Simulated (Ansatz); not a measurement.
`C[SiH2][SiH2][SiH3]` + H₂O → `C[SiH2][SiH2]O` + SiH₄ at 600 K and 1 bar (formal hydrolysis of the Si–Si bond).

Gas-phase electronic energies from Ansatz, PBE0-D4/def2-TZVP geometries. CCSD(T)/CBS adds triple-zeta CCSD(T) − MP2 to the extrapolated MP2 energy (def2 sets, frozen cores). This one scheme is used for every species. One conformer a species, not always the lowest.

```csv
species,CCSD(T)/CBS energy (Eh),H − E (kJ/mol),S (J/(mol·K))
`C[SiH2][SiH2][SiH3]`,-911.30243,331.9,517.0
H₂O,-76.37941,76.8,212.8
`C[SiH2][SiH2]O`,-696.24339,292.4,465.4
SiH₄,-291.46306,108.7,242.3
```

H − E and S are ideal-gas, rigid-rotor, harmonic terms from PBE0-D4/def2-TZVP, for one conformer and one mirror image of each species. 1 Eh = 2625.50 kJ/mol, R = 8.31446 J/(mol·K).

Problem. By hand: ΔE, ΔH, ΔS and ΔG.

Solution. ΔE = (-696.24339) + (-291.46306) − (-911.30243) − (-76.37941) = -0.02461 Eh = -64.6 kJ/mol. Δ(H − E) = 292.4 + 108.7 − 331.9 − 76.8 = -7.6, so ΔH = -72.2 kJ/mol. ΔS = 465.4 + 242.3 − 517.0 − 212.8 = -22.1 J/(mol·K). ΔG = -72.2 − 600 × (-22.1)/1000 = -58.9 kJ/mol.

Problem. By hand: the equilibrium constant, and the temperature at which ΔG would vanish if ΔH and ΔS stayed fixed.

Solution. log₁₀ K = −ΔG/(RT ln 10) = 5.1. ΔG = 0 at ΔH/ΔS = 3267 K, far beyond where these terms or the molecules hold.

ΔH outweighs TΔS. A doubt of 5 kJ/mol in ΔE shifts log₁₀ K by 0.4 here. Other conformers and mirror images would add mixing entropy, several J/(mol·K) or more a flexible species. Modes under 60 cm⁻¹, often nearly free rotors, make the harmonic entropy too high. These are equilibria of isolated gas molecules and say nothing of rates. Largest T1 diagnostic: 0.012 (customary marks: 0.02 for closed shells, 0.045 for open ones).
